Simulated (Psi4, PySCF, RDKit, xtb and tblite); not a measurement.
Relaxed torsion scan: C8H8O2, SMILES c1(C=O)cccc(c1)OC, singlet. Scanned: dihedral C6–C7–C8–O9; all other coordinates were relaxed at GFN2-xTB. Points at φ and −φ are mirror images. Heavy atoms are numbered in the order of the SMILES COc1cccc(C=O)c1, hydrogens after them in the order of the atoms that carry them; the mirror image has the same energies with the sign of each dihedral reversed.

Levels: GFN2-xTB (xtb and tblite); RKS-B3LYP/6-31G* = restricted B3LYP/6-31G*, spherical d, density fitting // GFN2-xTB (PySCF); MMFF94 // GFN2-xTB (RDKit); PBE-D3(BJ)/def2-SVP // GFN2-xTB (Psi4).

Energies relative to the lowest point of each profile, in kcal/mol:

| φ / ° | GFN2-xTB | RKS-B3LYP/6-31G* | MMFF94 |
|---|---|---|---|
| -150 | 1.2 | 2.1 | 1.7 |
| -120 | 4.1 | 7.3 | 5.9 |
| -90 | 6.1 | 10.7 | 8.9 |
| -60 | 4.5 | 7.7 | 6.5 |
| -30 | 1.7 | 2.8 | 2.4 |
| 0 | 0.6 | 0.8 | 0.8 |
| 30 | 1.7 | 2.8 | 2.4 |
| 60 | 4.5 | 7.7 | 6.5 |
| 90 | 6.1 | 10.7 | 8.9 |
| 120 | 4.1 | 7.3 | 5.9 |
| 150 | 1.2 | 2.1 | 1.7 |
| 180 | 0.0 | 0.0 | 0.0 |

Task: Predict the corresponding PBE-D3(BJ)/def2-SVP column.

Result: -150: 2.3; -120: 7.7; -90: 11.3; -60: 8.2; -30: 3.1; 0: 0.9; 30: 3.1; 60: 8.2; 90: 11.3; 120: 7.7; 150: 2.3; 180: 0.0 (kcal/mol).
